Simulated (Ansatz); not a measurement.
The cluster WSe2⁻. Charge -1, multiplicity 2. Geometry PBE-D4/def2-TZVP, that of the neutral singlet; atoms count from 1.

Cartesian coordinates in Å:
```
W -0.4059 -0.6389 -0.4416
Se 1.8053 -0.3135 -0.3366
Se -1.3994 0.9524 0.7782
```

In the def2 sets W takes a core potential; there is no spin–orbit coupling. The charge -1 doublet is spin-contaminated (final ⟨S²⟩ up to 1.42, 0.75 for a pure state). The structure comes from a short search, and lower isomers may exist.

Question: Estimate the Mulliken populations from the PBE0/def2-TZVPD orbitals of Ansatz.

Answer: 
```
atom  charge (e)  spin (α − β)  d electrons
  W1        0.11          0.87         4.28
 Se2       -0.56          0.06            –
 Se3       -0.56          0.06            –
```
Mulliken values and Mayer orders depend strongly on the basis. With diffuse functions, as here, like atoms can get unlike values, and bond orders can come out too low or too high.

Question: Where does the spin sit?

Answer: Summed by element: W 0.87, Se 0.13, of 1 unpaired in all. Largest on single atoms: W1 0.87, Se3 0.06, Se2 0.06.

Question: And the Mayer bond orders between bonded heavy atoms (over 0.3)?

Answer: W1–Se2 1.97 (2.24 Å); W1–Se3 1.97 (2.24 Å).
